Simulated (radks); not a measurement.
Results of a calculation; reference values are marked as such.
The platinum ion Pt5+ is in [Xe] 4f14 5d(3/2: 4, 5/2: 1). Level of theory: Dirac Kohn-Sham, PBE, spin-unpolarised, spherical densities, finite nucleus; Fermi nuclear charge, rms radius of each element as measured or else 0.836 A^(1/3) + 0.57 fm (a radial shooting solver on a logarithmic mesh with Libxc functionals). Sub-shells are occupied by j as written (lower j first in brackets). One electron is removed from 5d3/2, 5d5/2, 5p3/2, 5p1/2 in turn, with full relaxation. Which removal costs least, and what does each cost?

Answer. 5d5/2 74.189 eV; 5d3/2 76.261 eV; 5p3/2 126.59 eV; 5p1/2 142.82 eV. The 5d5/2 electron leaves first.
